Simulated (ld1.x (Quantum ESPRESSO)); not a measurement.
## tin: one change to an RRKJ potential, before and after

ld1.x (Quantum ESPRESSO) 7.5 input, shortened:

```
&input
   title='Sn', zed=50., rel=1, dft='PBESOL', iswitch=3,
   config='[Kr] 4d10 5s1.75 5p2.25'
 /
 &inputp
   pseudotype=2, tm=.false., rho0=0.02, lloc=1,
   nlcc=.true., new_core_ps=.true., rcore=1.15
 /
2
5S  1  0   1.75   0.00  2.00  2.00  0.0
5P  2  1   2.25   0.00  1.80  1.80  0.0
 &test
   configts(1)='5s1.75 5p2.25'
 /
```

All-electron outer shells of the reference configuration (PBEsol, scalar-relativistic, ld1.x):

| shell | level (eV) | outermost node (bohr) | outermost maximum (bohr) |
| --- | --- | --- | --- |
| 4p | -89.96 | 0.41 | 0.79 |
| 4d | -26.17 | 0.39 | 0.88 |
| 5s | -10.82 | 0.98 | 2.01 |
| 5p | -3.87 | 1.09 | 2.55 |

Change: wave 5s (bound): rc 2.00 bohr becomes 5s (bound): rc 2.78 bohr.

Cutoffs: the cutoffs (Ry, on a coarse ladder) from which the occupation-weighted sum of valence levels, in a spherical-Bessel basis at the reference potential, stays within 10 and 1 mRy of its value at 400 Ry; they do not see the model core or the augmentation charge, which bear on the density cutoff. Errors are all-electron minus pseudo energies relative to the spin-unpolarised reference configuration.

Problem. What does the change do?

Solution. The potential gets softer (35 Ry and 50 Ry → 30 Ry and 45 Ry); both files keep a bound ghost (s); of the 7 tests that both files solve, the error grows in 4 and shrinks in 0 by more than 15 % and 0.3 meV (median size 22.6 → 35.3 meV). A larger radius leaves more room for a smooth pseudo-wave, so fewer plane waves are needed. More of the atom is replaced by a form fitted at one configuration, so other configurations suffer.

```csv
quantity,base,changed
"cutoff, loose",35 Ry,30 Ry
"cutoff, tight",50 Ry,45 Ry
loose cutoff by channel (10 mRy a level),"s 30 Ry, p 25 Ry","s 15 Ry, p 25 Ry"
bound ghosts,s,s
"error for 5s2 5p2, meV [ΔE -1.73 eV]",-0.6,-1.8
"error for 5s2 5p1, meV [ΔE 5.17 eV]",-4.9,-5.6
"error for 5s2 5p0, meV [ΔE 19.14 eV]",-61,-53
"error for 5s1 5p2, meV [ΔE 12.86 eV]",-23,-35
"error for 5s1 5p0, meV [ΔE 50.15 eV]",-353,-368
"error for 5s0 5p4, meV [ΔE 12.52 eV]",-29,-96
"error for 5s1 5p3, meV [ΔE 5.28 eV]",-6.4,-18
```

 A true bound ghost makes a file unfit for plane-wave use even where its test errors are small: the radial tests pick states by their node count and pass the ghost by.
